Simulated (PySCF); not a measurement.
H4O3Si.

```xyz
8

Si    -0.0333     0.3315    -0.0942
O     -1.2167    -0.6402    -0.7128
O     -0.1984     0.3945     1.5452
O      1.3822    -0.3653    -0.6089
H     -0.1162     1.7434    -0.5325
H     -0.9511    -1.1767    -1.4656
H     -0.3984    -0.4412     1.9787
H      2.1951     0.1221    -0.4496
```
Charge 0, spin multiplicity 1.

Coordinates come from a PBE0-D3(BJ)/def2-SVP optimisation. One conformer was computed; it need not be the lowest.

Calculation: PySCF with B3LYP/pcSseg-1. Non-relativistic, no solvent.

Q: Give the absolute GIAO shielding of each atom: isotropic value and principal components (ppm). (Estimate from the structure and the level; the computed values follow.)

A: 
```
atom  σ(iso)    σ11    σ22    σ33  span
----  ------  -----  -----  -----  ----
Si1    389.9  373.3  385.4  411.0  37.7
O2     283.1  256.2  268.4  324.8  68.7
O3     266.6  230.5  252.1  317.3  86.7
O4     264.4  235.0  251.1  307.0  72.1
H5      26.9   23.6   24.1   33.1   9.5
H6      29.7   21.9   25.1   42.2  20.3
H7      29.4   22.2   24.2   41.8  19.6
H8      29.7   22.8   23.9   42.3  19.5
```
